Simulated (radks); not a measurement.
Results of a calculation; reference values are marked as such.
Numerical settings for the argon ion Ar+, [Ne] 3s2 3p5. Level of theory: non-relativistic Kohn-Sham, PBE, spin-unpolarised, spherical densities, point nucleus (a radial shooting solver on a logarithmic mesh with Libxc functionals). The defaults (mesh step 0.008 in ln r, mesh end at 40 bohr or more with all orbitals vanishing there, Anderson mixing 0.5 over 9 steps, residual threshold near 1e-9 with the energy settled to 1e-9 hartree or 1e-11 of itself, here a cap of 86 iterations) give E = -526.7554 hartree and 3p at -22.132 eV in 13 iterations. Run on one thread of a shared host, so times are rough (Arm Neoverse V1): 0.06 s of CPU time, 0.06 s wall, 13 iterations on 2476 mesh points. Changes against that run (0 stands for a change within the tolerance of the run):

setting                     iterations  converged  E (mhartree)  e(3p) (meV)  CPU (s)
mesh step in ln r 0.003             13        yes             0            0     0.13
mesh step in ln r 0.005             13        yes             0            0     0.09
mesh step in ln r 0.2               86         no     -1.36e+06            -     0.15
mesh end (bohr) 400                 13        yes             0            0     0.06
mesh end (bohr) 5                   13        yes         +5.36         +187     0.05
residual threshold 0.1               8        yes             0       -0.244     0.04
residual threshold 1e-16            86         no             0            0     0.19
mixing 0.05                         18        yes             0            0     0.07
linear mixing, mixing 0.5           30        yes             0            0      0.1
linear mixing, mixing 0.05          86         no      +0.00443        -98.9     0.27
mixing history 2                    20        yes             0            0     0.07
iteration cap 5                      5         no      +0.00156        +5.64     0.02

Settings that end as converged yet miss the energy by more than 1 mhartree: mesh end (bohr) 5 (+0.00536 hartree). A mesh that ends early acts as a hard wall.
